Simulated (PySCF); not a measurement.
Mapped SMILES: `[CH3:1][O:2][c:3]1[p:4][cH:5][p:6][c:7]([C:8]([CH3:9])=[O:10])[p:11]1`. Each H is labelled by its parent atom.

Non-relativistic Hamiltonian, equivalent nuclei averaged, isolated molecule, one computed conformer. GIAO PBE0/pcSseg-1 shieldings; GFN2-xTB structure; PySCF 2.14.0 with density-fitted response routines.

Task: Predict the 2D correlation tables (HSQC, COSY, HMBC).

Result: 

HSQC (one-bond C–H):
```
           δH          δC
10.82 (H(C5))  186.8 (C5)
 4.38 (H(C1))   61.2 (C1)
 2.94 (H(C9))   30.1 (C9)
```

HMBC (two and three bonds, from the bond graph):
```
           δH                      δC
10.82 (H(C5))  246.2 (C3), 207.9 (C7)
 4.38 (H(C1))              246.2 (C3)
 2.94 (H(C9))  207.9 (C7), 204.1 (C8)
```

No COSY cross peaks are expected.

Scale: TMS for ¹H (σ = 31.72 ppm) and ¹³C (σ = 186.93 ppm) (reference shieldings calculated alike).

Shifts are as computed. Against solution values, carbons near 30 ppm lie about +3 ppm off and those near 130 ppm about +5 ppm. Of 1211 compounds with measured shifts, 218 miss one by over three times the rms of a fit or turn the order of signals round; such compounds aren't used in these exercises.
